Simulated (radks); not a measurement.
Results of a calculation; reference values are marked as such.
The chlorine ion Cl10+, 7 electrons, occupied as [He] 2s2 2p2 3p1 (not the ground configuration). Level of theory: Dirac Kohn-Sham, PBEsol, spin-unpolarised, spherical densities, point nucleus; open shells are shared between the two j in proportion to 2j + 1 (a radial shooting solver on a logarithmic mesh with Libxc functionals).

Normalised radial functions P(r) = r R(r) (large component), r in bohr:

```
   r/bohr * 1s1/2 (the largest magnitude, 2.98, reaches the edge; | marks zero)
  0.00463 |          *
 0.005138 |           *
 0.005747 |            *
 0.006428 |              *
  0.00719 |               *
 0.008042 |                 *
 0.008995 |                   *
  0.01006 |                     *
  0.01125 |                       *
  0.01259 |                         *
  0.01397 |                           *
  0.01562 |                              *
  0.01747 |                                *
  0.01954 |                                   *
  0.02186 |                                     *
  0.02445 |                                        *
  0.02735 |                                           *
  0.03059 |                                             *
  0.03421 |                                                *
  0.03796 |                                                  *
  0.04246 |                                                   *
   0.0475 |                                                     *
  0.05312 |                                                      *
  0.05942 |                                                      *
  0.06646 |                                                      *
  0.07434 |                                                     *
  0.08315 |                                                   *
    0.093 |                                                *
   0.1032 |                                             *
   0.1154 |                                         *
   0.1291 |                                     *
   0.1444 |                                *
   0.1615 |                           *
   0.1807 |                      *
   0.2021 |                 *
    0.226 |             *
   0.2528 |         *
   0.2805 |      *
   0.3138 |    *
   0.3509 |  *
   0.3925 | *
   0.4391 |*
   0.4911 *
   0.5493 *
   0.6144 *
   0.6872 *
   0.7625 *
   0.8529 *
    0.954 *
    1.067 *
    1.193 *
    1.335 *
    1.493 *
     1.67 *
    1.868 *
    2.073 *
    2.318 *
    2.593 *
      2.9 *
    3.244 *
```

1s1/2: eigenvalue -3160.3 eV, 0 radial nodes, <r> = 0.0907 bohr, 90 % of the charge inside 0.162 bohr.
